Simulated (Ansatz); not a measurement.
**Reading a saddle point**

A first-order saddle point of BN$_{2}$H$_{4}$F, closed shell, PBE0-D4/def2-TZVP, with one imaginary mode of 1510i cm⁻¹:

B1  (-0.508, 0.223, -0.388)
N2  (0.981, 0.248, 0.101)
N3  (-0.985, -0.772, 0.396)
H4  (0.372, -0.625, 0.724)
F5  (-0.940, 1.061, -1.333)
H6  (1.296, 1.065, 0.610)
H7  (1.697, -0.042, -0.553)
H8  (-1.914, -1.158, 0.443)
(Å)

Ansatz 0.2.0; basis: def2-TZVPP and def2-QZVPP; cores frozen in the correlated methods. Extrapolation: Hartree–Fock as exp(−7.88 √X), correlation as X^−2.97.

Question: Which contacts change along the imaginary mode, and what lies on either side? (A judgement: the text doesn't fix the answer.)

Answer: By the calculation: The step is BN₂H₄F ([NH2][B]([NH2])[F]) → BNHF ([NH][B][F]) + NH₃ (still joined by a long B–N bond), with the molecules in contact on both sides. Shortening one way: N2–H4; lengthening the same way: B1–N2, N3–H4.
| pair | one side (Å) | saddle (Å) | other side (Å) |
| --- | --- | --- | --- |
| N2–H4 | 2.80 | 1.23 | 1.02 |
| B1–N2 | 1.41 | 1.57 | 1.62 |
| N3–H4 | 1.00 | 1.40 | 2.34 |

Question: Which side is lower, and how far does the saddle lie above each? (To be estimated.)

Answer: By the calculation: The side with B1–N2, N3–H4 short is lower by 2.104 eV; the saddle lies 2.711 eV above it and 0.607 eV above the other (CCSD(T) at an estimated basis limit (MP2 extrapolated from triple and quadruple zeta, plus CCSD(T) − MP2 in triple zeta); electronic energies).

No T1 diagnostic of these runs exceeds 0.014.

Labels in which every atom is bracketed show which atoms are joined, not bond orders.

For scale, one of the runs: CCSD(T)/def2-TZVPP, 180 basis functions, launched by `ansatz run in.yaml --threads 2 --pin off --events-out ev --progress --plain --max-ram 4352MiB`. Hardware: 2 CPU threads of an Intel Xeon 6975P-C, shared host. Wall time 17 s; peak host memory 2 GiB.
